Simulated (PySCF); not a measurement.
## potassium fluoride: calculation against experiment

**Experimental background.**

Liu, Meijer, Perez-Rios, Phys. Chem. Chem. Phys. 22 (2020) 24191 lists, for the gas: dipole moment 8.59255 D.

The results are set against them at the end.

Potassium fluoride, KF.
Atom-mapped SMILES: `[F:1][K:2]`

Cartesian coordinates in Å at the PBE0-D3(BJ)/def2-SVP level; atoms count from 1:
```xyz
2
KF angstrom
F      1.071   -0.011    0.001
K     -1.066    0.014   -0.029
```

The PySCF runs (gas phase, on this PBE0-D3(BJ)/def2-SVP geometry; no spin–orbit coupling):

```
                             level                                                                            job  basis functions
PBE0-D3(BJ)/def2-SVP, grid level 1                                    geometry optimisation from a GFN2-xTB start               38
                    B3LYP/pcSseg-2                                                                     shieldings               86
                     PBE0/pcSseg-1                                        shieldings, charges and field gradients               55
                      HF/def2-SVPD        10 singlets by TDHF, 4 Tamm–Dancoff triplets, polarisability, ΔSCF ions               50
                 LC-wPBE/def2-SVPD  10 singlets by full TDDFT, 4 Tamm–Dancoff triplets, polarisability, ΔSCF ions               50
                       PBE0/6-31G*             10 singlets by full TDDFT, 4 Tamm–Dancoff triplets, polarisability               46
                     PBE0/def2-SVP             10 singlets by full TDDFT, 4 Tamm–Dancoff triplets, polarisability               38
                    PBE0/def2-SVPD  10 singlets by full TDDFT, 4 Tamm–Dancoff triplets, polarisability, ΔSCF ions               50
                    PBE0/def2-TZVP             10 singlets by full TDDFT, 4 Tamm–Dancoff triplets, polarisability               64
                 wB97X-D/def2-SVPD  10 singlets by full TDDFT, 4 Tamm–Dancoff triplets, polarisability, ΔSCF ions               50
                   PBE0/def2-TZVPD             10 singlets by full TDDFT, 4 Tamm–Dancoff triplets, polarisability               76
                       B3LYP/pcJ-1                                   spin–spin couplings from 1 perturbed nucleus               65
```

All basis functions are spherical.

Results beside the measurements:

**Dipole moment.** Measured: 8.59255 D (Liu, Meijer, Perez-Rios, Phys. Chem. Chem. Phys. 22 (2020) 24191).

```json
{"level": "PBE0-D3(BJ)/def2-SVP", "computed (D)": "7.778", "computed − measured (D)": "-0.815", "% (from the printed values)": "-9"}
{"level": "B3LYP/pcSseg-2", "computed (D)": "8.098", "computed − measured (D)": "-0.495", "% (from the printed values)": "-6"}
{"level": "PBE0/pcSseg-1", "computed (D)": "7.760", "computed − measured (D)": "-0.833", "% (from the printed values)": "-10"}
{"level": "HF/def2-SVPD", "computed (D)": "8.862", "computed − measured (D)": "+0.269", "% (from the printed values)": "+3"}
{"level": "LC-wPBE/def2-SVPD", "computed (D)": "8.705", "computed − measured (D)": "+0.112", "% (from the printed values)": "+1"}
{"level": "PBE0/6-31G*", "computed (D)": "7.610", "computed − measured (D)": "-0.983", "% (from the printed values)": "-11"}
{"level": "PBE0/def2-SVP", "computed (D)": "7.777", "computed − measured (D)": "-0.816", "% (from the printed values)": "-9"}
{"level": "PBE0/def2-SVPD", "computed (D)": "8.591", "computed − measured (D)": "-0.002", "% (from the printed values)": "0"}
{"level": "PBE0/def2-TZVP", "computed (D)": "8.272", "computed − measured (D)": "-0.321", "% (from the printed values)": "-4"}
{"level": "wB97X-D/def2-SVPD", "computed (D)": "8.687", "computed − measured (D)": "+0.094", "% (from the printed values)": "+1"}
{"level": "PBE0/def2-TZVPD", "computed (D)": "8.380", "computed − measured (D)": "-0.213", "% (from the printed values)": "-2"}
{"level": "B3LYP/pcJ-1 (pcSseg-1 on K)", "computed (D)": "7.648", "computed − measured (D)": "-0.945", "% (from the printed values)": "-11"}
```

12 of the 17 levels run are shown, the closest and the furthest among them. Closest is PBE0/def2-SVPD (-0.002 D), furthest PBE0/6-31G* (-0.983 D); one molecule doesn't rank methods. The computed dipoles belong to one fixed geometry; measured ones are averaged over vibrations unless marked μe. Magnitudes are compared, not signs.

No measured geometry was used, and the causes of the misses weren't examined.
